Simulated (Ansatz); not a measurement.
Stepwise reaction of `[O]=[Mo](=[O])([OH])[OH]` with hydrogen fluoride, as a gas-phase model of exchange steps in deposition or etching. ΔE in kJ/mol; ΔG adds harmonic PBE0-D4 terms to CCSD(T)/CBS, at 1 bar.

Calculated with Ansatz (gas phase, PBE0-D4/def2-TZVP geometries, no zero-point term in ΔE). CCSD(T)/CBS is the MP2 limit (def2-TZVPP, def2-QZVPP) plus CCSD(T) − MP2 in def2-TZVPP, frozen cores. This one scheme is used for every species. DFT in def2-TZVPP. B3LYP here is the variant with VWN-RPA as its local correlation; programs differ in this. def2 core potentials past Kr. For Mo outer-core shells are correlated without core-valence functions, which leaves a few kJ/mol of doubt a bond. Each species was taken in one conformer, which may not be the lowest.

```json
{"step": "2", "reaction": "`[O]=[Mo](=[O])([OH])[F]` + H–F → `[O]=[Mo](=[O])([F])[F]` + H₂O", "PBE-D4": "-23.6", "B3LYP-D4": "-21.7", "ωB97M-V": "-23.6", "CCSD(T)/CBS": "-18.5", "ΔG(600 K)": "-16.2"}
```

Question: Give the row of step 1, `[O]=[Mo](=[O])([OH])[OH]` + H–F → `[O]=[Mo](=[O])([OH])[F]` + H₂O. (Best estimate.)

Answer: Ansatz gave: 
```json
{"step": "1", "reaction": "`[O]=[Mo](=[O])([OH])[OH]` + H–F → `[O]=[Mo](=[O])([OH])[F]` + H₂O", "PBE-D4": "-28.7", "B3LYP-D4": "-27.4", "ωB97M-V": "-29.1", "CCSD(T)/CBS": "-23.8", "ΔG(600 K)": "-27.8"}
```

Question: By hand: ΔE of the 2 steps together at CCSD(T)/CBS.

Answer: (-23.8) + (-18.5) = -42.3 kJ/mol, or -21.1 kJ/mol a step.

In ΔE each step is higher than the one before. All are downhill at CCSD(T)/CBS. ΔG lies between -27.8 and -16.2 kJ/mol a step. PBE-D4 differs from CCSD(T)/CBS by -5.1 to -4.9 kJ/mol a step. Isolated molecules leave out the surface, adducts and barriers. Largest T1 diagnostic: 0.025.
